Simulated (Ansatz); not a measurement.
`C[S][Au-][NH3+]`, relaxed with RKS PBE0-D4/def2-TZVP in Ansatz 0.2.0 from a PBE-D4/def2-SVP geometry. The force threshold is 0.005 eV/Å; the program also tests the step.

Total charge 0; spin multiplicity 1. Au: def2 effective core potential.

Start:

```xyz
10

C    -2.121    1.431    0.082
S    -1.792   -0.139    0.981
Au    0.311   -0.725    0.336
N     2.305   -1.374   -0.212
H    -1.416    2.236    0.368
H    -2.102    1.300   -1.018
H    -3.144    1.745    0.376
H     2.389   -1.542   -1.224
H     3.019   -0.678    0.046
H     2.550   -2.254    0.265
```

Q: By how much does the energy fall, and how many steps does the optimiser take? (An estimate is asked.)

A: Computed: 4.85 kJ/mol, in 5 steps.

Q: Which bonds change most? (An estimate is asked.)

A: Computed: Au3–N4 from 2.167 to 2.134 Å; S2–Au3 from 2.276 to 2.248 Å; C1–S2 from 1.839 to 1.817 Å; C1–H5 from 1.108 to 1.090 Å.

Q: Give the relaxed structure. (Estimate.)

A: The calculation gave: 
```xyz
10

C    -2.090    1.411    0.080
S    -1.766   -0.140    0.968
Au    0.311   -0.724    0.336
N     2.275   -1.353   -0.211
H    -1.390    2.197    0.364
H    -2.065    1.274   -1.001
H    -3.096    1.727    0.364
H     2.344   -1.514   -1.210
H     2.968   -0.659    0.047
H     2.508   -2.219    0.263
```
